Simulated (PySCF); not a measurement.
Ionisation energy of Mo by level of theory

Mo [Kr] 4d5 5s1 [4d3/2^4 4d5/2^1 5s1/2^1, M_J = 3] → Mo⁺ [Kr] 4d5 [4d3/2^4 4d5/2^1, M_J = 5/2], as a difference of total energies. Computed with PySCF 2.14 in x2c-TZVPall-2c, with the two-component X2C-1e Hamiltonian. Correlated levels: [Ar] 3d10 frozen; the 6 highest virtual spinors dropped. "Screened" scales the spin-orbit matrix elements by Boettger's factors to mimic the two-electron term; Breit and QED terms are absent.

```json
{"method": "GHF (screened spin-orbit)", "ionisation energy (eV)": "6.254", "error (eV)": "-0.838"}
{"method": "GMP2 (screened spin-orbit)", "ionisation energy (eV)": "6.984", "error (eV)": "-0.108"}
```

Reference: 7.092 eV (measured; NIST Atomic Spectra Database, ionization energies).

Errors of the correlated levels include the incompleteness of this basis and the frozen core.

The labels give the starting determinants; with spin-orbit coupling the two ends relaxed to ⟨J²⟩ = 12.00, ⟨L²⟩ = 0.01, ⟨S²⟩ = 12.00 and ⟨J²⟩ = 8.75, ⟨L²⟩ = 0.01, ⟨S²⟩ = 8.75.
